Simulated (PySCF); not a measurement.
A structure optimised at PBE0-D3(BJ)/def2-SVP, used in a PySCF frequency run:

```
Al
C 1 1.9582
H 2 1.1008 1 113.80
H 2 1.1038 3 107.88 1 123.55
H 2 1.1045 3 107.57 4 114.13
C 1 1.9588 2 121.61 3 175.13
H 6 1.1019 1 112.65 2 149.75
H 6 1.1022 7 108.24 1 124.89
H 6 1.1049 7 106.58 8 114.51
P 1 2.3392 2 119.46 3 -9.12
H 10 1.4288 1 94.97 2 142.20
H 10 1.4289 11 95.10 1 95.34
```

**Question.** Write its SMILES and formula.

**Answer.** [CH3][Al]([CH3])[PH2], C2H8AlP

**Question.** What are its rotational constants (standard atomic weights)?

**Answer.** 4.8695, 2.6031, 1.7536 GHz
